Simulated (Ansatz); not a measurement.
```yaml
crystal:
  periodic: [false, false, false]
  atoms:
    - {symbol: Sn, position_ang: [0.034090, 0.008922, 0.039217]}
    - {symbol: O, position_ang: [-0.008632, 0.112337, 2.040226]}
    - {symbol: H, position_ang: [-0.775358, 0.550226, 2.234035]}
    - {symbol: O, position_ang: [1.858367, -0.102691, -0.570079]}
    - {symbol: H, position_ang: [2.495989, 0.315964, 0.107865]}
    - {symbol: O, position_ang: [-0.985272, 1.587216, -0.601475]}
    - {symbol: H, position_ang: [-1.463109, 1.382293, -1.474579]}
    - {symbol: O, position_ang: [-0.826318, -1.595969, -0.796830]}
    - {symbol: H, position_ang: [-0.205781, -2.290298, -0.956712]}
basis:
  gaussian: {orbitals: def2-SVP, nuclear_model: gaussian}
hamiltonian: {xc: {name: r2SCANh}, pseudopotentials: {relativity: none}}
scf: {lower_state_search: off}
```

```sh
$ ansatz run in.yaml --threads 4 --pin off --events-out ev --progress --plain --max-ram 3916MiB
```

Shortened log:

```
Functional definition: r2SCANh
1062 factors; integrals over basis functions are off by at most 1.1e-3 eV
mean field evaluation 1: about -14060.1930 eV, gradient 9.5e1 eV
mean field evaluation 2: about -14025.4664 eV, gradient 1.6e2 eV
mean field evaluation 4: about -14076.1520 eV, gradient 5.5e0 eV
mean field evaluation 8: about -14076.2930 eV, gradient 3.2e-1 eV
mean field evaluation 16: about -14076.2933 eV, gradient 2.6e-5 eV
mean field -14076.29326244 eV, -517.2942361406 hartree, gradient 2.8e-6 eV, S^2 0.000000; 0 other end points of the search recorded, 0 dependent functions left out
reference -14076.29327363 eV, -517.2942365517 hartree; 29, 29 occupied and 73, 73 virtual orbitals, 1062 factors
Total energy: -14076.29327363 eV, -517.2942365517 hartree
Checks for a lower state left out: stability, starts, cluster_reference, orbital_swaps, neighbouring_geometries, increment
```

It took 1.3 s on 4 threads of Arm Neoverse V2 on a shared host.

In the def2 sets Sn takes a core potential; there is no spin–orbit coupling.
